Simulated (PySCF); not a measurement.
Run record: EPR job, `[C]#C/C(C=C)=C/BCl` [radical].

Method: UKS B3LYP, pcH-1 on B C Cl H, non-relativistic, mean-field spin-orbit, GIAO (PySCF 2.14.0). Geometry: GFN2-xTB. The command runs a driver script over a list of jobs; the input below is this job's line of settings and its coordinates in Å.

Command:
```bash
OMP_NUM_THREADS=1 python probes_run.py task.json out
```

Input:
```
{"job": {"kind": "epr", "basis": "pcH-1"}, "charge": 0, "multiplicity": 2}
C     -1.699857     2.573083     0.319652
C     -0.928760     1.657261     0.204204
C     -0.111820     0.494849     0.048912
C     -0.796017    -0.780371    -0.028307
C     -2.115437    -0.929196     0.040111
C      1.230876     0.686477    -0.012211
B      2.316026    -0.385730    -0.168104
Cl     3.941361     0.116600    -0.203630
H     -0.150212    -1.638223    -0.149372
H     -2.579592    -1.898282    -0.024150
H     -2.768283    -0.080743     0.163589
H      1.560914     1.718094     0.059230
H      2.096414    -1.533333    -0.267653
```

Q: What does the run print?

A: 
```
UKS, coarse grid
  cycle   1  E = -716.40730057  |g| = 4.04e-01
  cycle   2  E = -714.64580962  |g| = 1.32e+00
  cycle   3  E = -716.48322445  |g| = 2.47e-01
  cycle   4  E = -716.52321529  |g| = 7.35e-02
  cycle   5  E = -716.52690929  |g| = 6.78e-02
  cycle   6  E = -716.52919635  |g| = 2.70e-02
  cycle   7  E = -716.52957406  |g| = 2.37e-02
  cycle   8  E = -716.52998622  |g| = 1.29e-02
  cycle   9  E = -716.53024745  |g| = 5.25e-03
  cycle  10  E = -716.53032886  |g| = 3.98e-03
  cycle  11  E = -716.53039710  |g| = 3.95e-03
  cycle  12  E = -716.53037097  |g| = 3.73e-03
  cycle  13  E = -716.53018316  |g| = 2.69e-03
  cycle  14  E = -716.53011101  |g| = 2.13e-03
  cycle  15  E = -716.53011101  |g| = 1.38e-03
  cycle  16  E = -716.53011268  |g| = 8.75e-04
UKS, final grid
  cycle   1  E = -716.53007969  |g| = 1.42e-03
  cycle   2  E = -716.53007702  |g| = 2.82e-03
  cycle   3  E = -716.53008153  |g| = 3.12e-04
  cycle   4  E = -716.53008188  |g| = 2.86e-04
  cycle   5  E = -716.53008204  |g| = 2.91e-04
  cycle   6  E = -716.53008156  |g| = 2.76e-04
  cycle   7  E = -716.53008044  |g| = 1.18e-04
  cycle   8  E = -716.53008039  |g| = 7.35e-05
  cycle   9  E = -716.53008039  |g| = 3.15e-05
  cycle  10  E = -716.53008039  |g| = 1.68e-05
E = -716.53008039 Eh   <S^2> = 0.7770 (exact 0.7500)
g shifts (ppm)      1          2          3
  rmc          -136       -136       -136
  gc             33         -7         32
  oz_so       -1011        -23      13410
  total       -1115       -166      13306
hyperfine (MHz)  atom isotope    a_iso     a_fc   dipolar eigenvalues
    0   13C       8.44       8.39    -32.44    -25.75     58.19
    1   13C      20.92      20.38    -37.55    -32.12     69.67
    2   13C     -29.13     -29.20    -16.49      6.77      9.72
    3   13C       5.66       5.66     -2.51     -1.37      3.89
    4   13C      -6.33      -6.34    -10.76      4.88      5.89
    5   13C      26.47      26.68    -32.11    -30.97     63.07
    6   11B     -10.62     -10.72     -4.07     -0.34      4.41
    7  35Cl       2.24       1.92     -7.61     -7.35     14.96
    8    1H      -2.68      -2.68     -1.50     -1.42      2.92
    9    1H       4.33       4.33     -1.02     -0.80      1.82
   10    1H       4.16       4.16     -4.70     -2.10      6.80
   11    1H     -25.08     -25.05    -10.93     -2.92     13.86
   12    1H      -3.20      -3.22     -2.88     -1.75      4.63
```

rmc, gc and oz_so are the mass-correction, gauge-correction and orbital-Zeeman/spin–orbit parts of the g shift along its three principal axes; a_iso is the isotropic hyperfine coupling and a_fc its Fermi-contact part. The program numbers atoms from 0.

Q: Get g_iso from the total shifts.

A: Their mean is 4009 ppm; added to g_e = 2.002319 it gives 2.00633.

Summary of the converged run: ⟨S²⟩ 0.777; g_iso 2.0063.

Isolated species at its GFN2-xTB geometry (one conformer only).

The run took 84 s (with the writing of density and orbital grids) on one thread of an Arm Neoverse V1, on a shared host, and the process peaked at 0.92 GiB of memory.
Labels such as C1 count atoms from 1, the log's own numbers from 0.
